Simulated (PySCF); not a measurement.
Method: ωB97X-D3(BJ)/def2-TZVP // PBE0-D3(BJ)/def2-TZVP (PySCF). All species are isolated molecules in the gas phase. Delta-SCF ions had no search for a lower state. Excitations are Tamm–Dancoff values on a coarser integration grid. The basis has no diffuse functions, so Rydberg states are missing or too high.

Reference species (SMILES): `[H]/N=C\C` (neutral, multiplicity 1).

```yaml
HOMO: -10.13 eV
brightest of the four lowest singlets (TDA): 8.99 eV
vertical ionisation energy (Delta-SCF): 10.22 eV
HOMO–LUMO gap: 12.50 eV
```

Changed species: `C=NC`.

**Question.** Give the shifts of the HOMO, brightest of the four lowest singlets (TDA), vertical ionisation energy (Delta-SCF) and HOMO–LUMO gap.

**Answer.** the HOMO rises by 0.24 eV, to -9.89 eV; the brightest of the four lowest singlets (TDA) falls by 0.31 eV, to 8.68 eV; the vertical ionisation energy (Delta-SCF) drops by 0.30 eV, to 9.92 eV; the HOMO–LUMO gap falls by 0.58 eV, to 11.92 eV.
